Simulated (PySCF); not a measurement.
Vertical excitations of a molecule C3H13NSi2 from TDA-ωB97X/def2-SVPD (PySCF), as energy in eV (oscillator strength): 6.41 (0.003), 7.09 (0.022), 7.41 (0.005), 7.52 (0.019), 7.81 (0.003), 7.99 (0.003). Lowest triplet (TDA): 6.15 eV. The structure is a stationary point at B3LYP-D3(BJ)/def2-SVP. The values are those of a single conformer.

Which structure fits?
(A) CCNC[SiH2][SiH3]
(B) C[SiH2]N[C@H](C)[SiH3]
(C) C[SiH2]C[Si@H](C)N
(D) CC(C)N([SiH3])[SiH3]

D, CC(C)N([SiH3])[SiH3]
